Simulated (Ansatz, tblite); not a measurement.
Cost and result up the ladder for InCl2I (InICl₂) (4 atoms). Charge 0, multiplicity 1. Geometry: PBE0-D4/def2-SVP.

```xyz
4

In   -0.033    0.038   -0.006
Cl    0.429    1.838   -1.408
Cl   -2.065    0.076    1.129
I     1.669   -1.953    0.285
```

Ansatz on 4 threads of Arm Neoverse V2 on a shared host; xTB runs through tblite on one thread. Times are rough, summed over both states, and most runs start from the orbitals of an earlier one. PBE0-D4/def2-TZVP serves as the yardstick here, not as an exact answer. The other state is a triplet.

In the def2 sets I, In take a core potential; there is no spin–orbit coupling. The xTB rows come from tblite. HOMO above LUMO, or a gap near zero within one spin, warns that the state may not be the lowest or that an electron is smeared out.

xTB has no spin-polarisation term.

| level | functions | wall time | vertical triplet (eV) | difference from PBE0-D4/def2-TZVP (eV) | remarks |
| --- | --- | --- | --- | --- | --- |
| GFN1-xTB | 36 | 0.01 s | 4.15 | 0.26 | – |
| GFN2-xTB | 36 | 0.013 s | 3.15 | -0.74 | – |
| PBE-D4/def2-TZVP | 174 | 7.7 s | 3.51 | -0.38 | gap within one spin near zero (triplet) |
| PBE0-D4/def2-TZVP (with forces) | 174 | 19 s | 3.89 | 0.00 | – |
